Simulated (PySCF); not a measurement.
SiFCl2, SMILES F[Si](Cl)Cl, multiplicity 2.

The structure is a stationary point at PBE0-D3(BJ)/def2-SVP.

Two levels are set side by side: PBE/def2-TZVPD (PySCF) and ωB97X/def2-TZVPD (PySCF). Same geometry, gas phase. Differences are taken from unrounded values.

```tsv
quantity	ωB97X
α-spin orbital gap (eV)	11.18
β-spin orbital gap (eV)	9.97
dipole moment (D)	0.95
mean polarisability (bohr³)	54.6
```

Problem. What does PBE give, and how far is it from ωB97X? (An estimate is asked for; the answer gives what the named calculation found.)

Solution. 
```csv
quantity,PBE,PBE minus ωB97X
α-spin orbital gap (eV),5.09,-6.08
β-spin orbital gap (eV),3.79,-6.18
dipole moment (D),0.83,-0.12
mean polarisability (bohr³),57.9,3.4
```

Loosely held outer electrons make PBE densities more polarisable. Differences between two approximate levels are no errors against the true value.

Rough cost on one machine, each run with all the roots and properties that it gave: ωB97X against PBE within a factor of 2.
